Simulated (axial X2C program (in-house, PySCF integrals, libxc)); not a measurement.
# Low determinants of SnAs at the PBE0 level, spin-free

All values were computed with an in-house all-electron X2C program for linear molecules (integrals from PySCF). Spin-free means the one-electron spin-free X2C Hamiltonian. Basis: Sn dyall-cv3z [11s12p9d4f1g], As dyall-cv3z [9s9p6d4f1g] (cores contracted in-house); Gaussian nuclei, density fitting, unrestricted open shells. Masses: Sn 119.902 u, As 74.922 u.

Search at 2.444 Å (vertical energies from the lowest determinant):

```csv
ΔE (eV),state,electrons beyond evenly filled partner blocks,"electrons in σ, π, δ, φ"
0.00,"M_S = 1/2, Λ = 1","π+α, π+β, π-α",36 35 12 0
0.40,"M_S = 1/2, Λ = 0",σα,35 36 12 0
1.44,"M_S = 3/2, Λ = 1","2 × π+α, π-α",36 35 12 0
1.93,"M_S = 3/2, Λ = 2","σα, 2 × π+α, π+β, π-α",35 36 12 0
1.93,"M_S = 3/2, Λ = 0","σα, π+α, π+β, 2 × π-α",35 36 12 0
2.35,"M_S = 1/2, Λ = 2","σβ, 2 × π+α, π+β, π-α",35 36 12 0
2.35,"M_S = 1/2, Λ = 0","σβ, π+α, π+β, 2 × π-α",35 36 12 0
```

Lowest determinant, M_S = 1/2, Λ = 1 (beyond evenly filled blocks: π+α, π+β, π-α): Re = 2.430 Å, ωe = 289.4 cm⁻¹.

The determinant in row 2 of the search, M_S = 1/2, Λ = 0 (beyond evenly filled blocks: σα), was followed along the bond at PBE0; measured from the minimum of the lowest determinant it gives:

Te = 0.284 eV (2291 cm⁻¹), Re = 2.320 Å, ωe = 320.8 cm⁻¹.

Question: Compare the bond of the determinant in row 2 with that of the lowest one.

Answer: At PBE0 its Re is 0.110 Å shorter and its force constant, which goes as ωe², is 1.23 times that of the lowest determinant. This determinant mixes spin states, so it has no term energy of its own.

The search compares states at one distance, so a state with another bond length can lie lower; it is not exhaustive and yields mostly the lowest determinant of each block pattern, so other components and higher states of one pattern are missing. These are energies of single determinants, not of spin-adapted states; PBE0 term energies can be off by some tenths of an eV, and the functional has no current term. The lowest determinant need not be the ground state where others lie within half an eV. Row 1 is spin-contaminated (⟨S²⟩ = 0.78 against 0.75), so its values are not those of a pure state. Row 2 is spin-contaminated (⟨S²⟩ = 0.76 against 0.75), so its values are not those of a pure state.
